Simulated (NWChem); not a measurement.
System: C₃H₅BF₂; SMILES FB(F)C1CC1

```xyz
11

F      1.2833     1.0100     0.0000
B     -0.0354     0.8642     0.0000
F     -0.7475     1.9789     0.0000
C     -0.6775    -0.5348     0.0000
C      0.0370    -1.6552    -0.7401
C      0.0370    -1.6552     0.7401
H     -1.7702    -0.5802     0.0000
H     -0.5936    -2.3780    -1.2638
H      0.9671    -1.4071    -1.2585
H     -0.5936    -2.3780     1.2638
H      0.9671    -1.4071     1.2585
```
Atoms are numbered in this order, from 1.

All runs: NWChem. Pople sets run with spherical d functions. Geometry: optimised at PBE0/def2-SVP. Level MN15/6-31G*: energy and gradient on several grids; changes count from the extra-fine grid, which is no exact limit either.

```
grid     size of the energy change (μHa)  largest change of a gradient component (μHa/bohr)  time, medium = 1 (rough)
-------  -------------------------------  -------------------------------------------------  ------------------------
xcoarse                            90000                                               2000                   about 1
coarse                               400                                                200                   about 1
medium                                30                                                 40                   about 1
fine                                < 10                                               < 30                   about 1
xfine                               < 10                                               < 30                         2
```
